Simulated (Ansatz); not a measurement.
`[OH][Al]([Br])[O][SiH3]` + CH₃OH → `C[O][Al]([OH])[Br]` + `O[SiH3]`  (ligand exchange at the Al–O bond)

Computed with Ansatz on PBE0-D4/def2-TZVP structures; ΔE is electronic, products minus reactants. CCSD(T)/CBS adds triple-zeta CCSD(T) − MP2 to the extrapolated MP2 energy (def2 sets, frozen cores). This one scheme is used for every species. Functionals use def2-TZVPP. B3LYP here is the variant with VWN-RPA as its local correlation; programs differ in this. For Br outer-core shells are correlated without core-valence functions, which leaves a few kJ/mol of doubt a bond. Scalar relativity is left out up to krypton. Each species was taken in one conformer, which may not be the lowest.

Question: Is it downhill or uphill in electronic energy at CCSD(T)/CBS, and by how much? (Estimate.)

Answer: Computed: Uphill: ΔE = +26.0 kJ/mol.

Question: What do these levels give: BLYP-D4, PBE0-D4, B3LYP, r2SCANh, HF/def2-SVP, MP2/def2-SVP? (An estimate is asked.)

Answer: Computed: BLYP-D4 21.5, PBE0-D4 23.3, B3LYP 23.2, r2SCANh 23.2, HF/def2-SVP 35.8, MP2/def2-SVP 27.9 kJ/mol.

Question: What do rigid-rotor, harmonic-oscillator terms from PBE0-D4/def2-TZVP frequencies (298.15 K, 1 bar) make of the CCSD(T)/CBS value? (Estimate.)

Answer: Ansatz gave: ΔZPE = -1.5 kJ/mol, ΔH = +24.0 kJ/mol, ΔS = -11 J/(mol·K), ΔG = +27.3 kJ/mol. Modes under 50 cm⁻¹ make the entropy rough.

Largest T1 diagnostic among the species: 0.011.

From PBE to PBE0 (25 % exact exchange), in def2-TZVPP and without D4, ΔE moves by +3.3 kJ/mol. In def2-TZVPP, CCSD(T) changes the Hartree–Fock value by −5.1 kJ/mol (the triples alone add −1.1 kJ/mol) and MP2 by −6.5 kJ/mol. Leaving LDA and LC-ωPBE aside and taking each functional with its dispersion term where it has one, the values, not all of them listed here, spread over 8.1 kJ/mol, from revPBE-D4 to BHLYP-D4.
